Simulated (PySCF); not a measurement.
**Assigning NMR signals**

Structure with atom numbers: `[CH3:1][C@@H:2]1[C@H:3]([F:4])[C:5]12[CH2:6][CH2:7]2`. Hydrogens are named by the atom that carries them. Ha(C6), Ha(C7) are pro-R; Hb(C6), Hb(C7) are pro-S.

Computational details: geometry: PBE0-D3(BJ)/def2-SVP, J couplings at B3LYP/pcJ-1 (spin–dipole term only in couplings to heteroatoms), σ from GIAO-B97-2/pcSseg-1, in PySCF 2.14.0 with density-fitted response routines (gas phase, averaged over atoms made equivalent by symmetry, fast rotation or ring inversion, one conformer, non-relativistic).

References, each an isolated molecule treated in the same way: ¹³C, ¹H against TMS.

(1) Assign these signals to the numbered atoms. ¹³C{¹H} NMR (computed): δ 76.1 (d, J = 292.4 Hz), 19.0 (d, J = 9.8 Hz), 16.2 (d, J = 8.4 Hz), 11.5 (d, J = 5.9 Hz), 10.9 (d, J = 1.5 Hz), 5.2 (d, J = 4.7 Hz).

(2) Assign these signals to the numbered atoms. ¹H NMR (600 MHz, computed): δ 4.38 (ddd, J = 75.2, 6.7, 1.3 Hz, 1H), 1.17 (dd, J = 7.0, 1.9 Hz, 3H), 0.95 (quint of d, J = 7.0, 1.2 Hz, 1H), 0.92 (m, 1H), 0.91 (m, 1H), 0.89 (m, 1H), 0.74 (m, 1H).

## Answers

(1) 
76.1 → C3, three-membered-ring carbon: pulled downfield by the heteroatom
19.0 → C2, three-membered-ring carbon
16.2 → C5, three-membered-ring carbon
11.5 → C1, methyl carbon: a saturated carbon with 1 carbon neighbour and no heteroatom attached
10.9 → C6, three-membered-ring carbon: carbons of three-membered rings are unusually shielded
5.2 → C7, three-membered-ring carbon

C1 and C6 lie closer than the usual error of such a calculation, so a measured spectrum could show them in the other order.

(2) 
```tsv
δ (ppm)	atoms	environment	reason
4.38	H(C3)	hydrogen on a three-membered-ring carbon	its carbon carries F, hence the downfield position
1.17	H(C1)	hydrogen on a methyl carbon	far from electronegative atoms and π systems
0.95	H(C2)	hydrogen on a three-membered-ring carbon	cyclopropane-type protons are shielded by the ring
0.92	Ha(C6)	hydrogen on a three-membered-ring carbon	–
0.91	Hb(C7)	hydrogen on a three-membered-ring carbon	–
0.89	Ha(C7)	hydrogen on a three-membered-ring carbon	–
0.74	Hb(C6)	hydrogen on a three-membered-ring carbon	–
```

H(C2) and Ha(C6); Ha(C6) and Hb(C7); Hb(C7) and Ha(C7) lie closer than the usual error of such a calculation, so a measured spectrum could show them in the other order.

Common functionals overestimate the size of one-bond C–F couplings by tens of Hz; these are unscaled. Multiplet labels drop couplings under 1 Hz and merge nearly equal ones. Unscaled 3J(H,H) at this level run about 10 % above measured values. Shifts are as computed. Against solution values, carbons near 30 ppm lie about +1 ppm off and those near 130 ppm about +2 ppm. Of 1211 compounds with measured shifts, 218 miss one by over three times the rms of a fit or turn the order of signals round; such compounds aren't used in these exercises.
